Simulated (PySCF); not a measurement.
C4H3BCl2.
SMILES: `C=CC#CB(Cl)Cl`

Level of theory: PySCF, PBE0-D3(BJ)/def2-SVP geometry optimisation, gas phase.

Take the most abundant isotopes and a rigid rotor. 

(1) What are A, B and C (MHz)?

(2) What kind of rotor is it?

(3) Is it planar, by Δ = Ic − Ia − Ib?

(4) Give the coordinates in the principal-axis frame, origin at the centre of mass.

(5) Which types of transition are allowed, and where do some lines up to J = 2 fall?

## Answers

(1) Ia = 170.30, Ib = 656.66, Ic = 826.93 u·Å²; 505379 MHz·u·Å²/I gives A = 2968, B = 769.6, C = 611.2 MHz.

(2) An asymmetric top. Ray's parameter κ = (2B − A − C)/(A − C) = -0.865; −1 is the prolate and +1 the oblate limit.

(3) Not planar: Δ = Ic − Ia − Ib = -0.03 u·Å². For a rigid frame Δ = −2 Σ m c², so Σ m c² = 0.02 u·Å² lies off the ab plane: 0.01 from hydrogen and 0.01 from heavier atoms. The atom farthest from that plane is 0.05 Å away.

(4) The sense of each axis is arbitrary; atoms in the order of the calculation.
```tsv
atom	mass (u)	a (Å)	b (Å)	c (Å)
C1	12.000	-4.142	0.450	0.019
C2	12.000	-3.251	-0.555	-0.014
C3	12.000	-1.848	-0.356	-0.010
C4	12.000	-0.633	-0.206	-0.006
B5	11.009	0.859	-0.006	-0.001
Cl6	34.969	1.944	-1.382	0.006
Cl7	34.969	1.538	1.609	-0.002
H8	1.008	-3.819	1.494	0.052
H9	1.008	-5.215	0.247	0.016
H10	1.008	-3.600	-1.594	-0.047
```

(5) The dipole components are |μa| = 2.98 D, |μb| = 0.04 D, |μc| = 0.00 D. The squared components, which scale the intensities, stand as 1.00 : 0.00 : 0.00 (a : b : c). Some of the stronger lines:

| type | branch | J(Ka,Kc) | MHz | lower level (cm⁻¹) |
| --- | --- | --- | --- | --- |
| a | Q | 2(1,1) ← 2(1,2) | 475 | 0.206 |
| a | R | 1(0,1) ← 0(0,0) | 1381 | 0.000 |
| a | R | 2(1,2) ← 1(1,1) | 2603 | 0.119 |
| a | R | 2(0,2) ← 1(0,1) | 2753 | 0.046 |
| a | R | 2(1,1) ← 1(1,0) | 2920 | 0.125 |

Not checked by PBE0-D3(BJ)/def2-SVP frequencies. Zero-point vibration and centrifugal distortion are left out. Quadrupole hyperfine structure (11B, 35Cl) is left out.
